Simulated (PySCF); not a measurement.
**How methods differ on the excitation energy of Si**

Si [Ne] 3s2 3p2 (3P) → Si [Ne] 3s1 3p3 (5S), as a difference of total energies. Calculation: PySCF 2.14, in def2-TZVPPD; no relativity, point nucleus. Correlated levels: valence: [Ne] frozen. The calculations carry no spin-orbit coupling.

```tsv
method	excitation energy (eV)
UHF	2.606
MP2 (valence)	3.552
SCS-MP2 (valence)	4.018
CCSD (valence)	3.821
CCSD(T) (valence)	3.875
```

**Question.** How much does correlation contribute at CCSD(T) (valence)?

**Answer.** 3.875 − (2.606) = 1.269 eV, measured against UHF.

A first-order spin-orbit estimate (lowest level to lowest level, LS coupling) adds 0.016 eV.
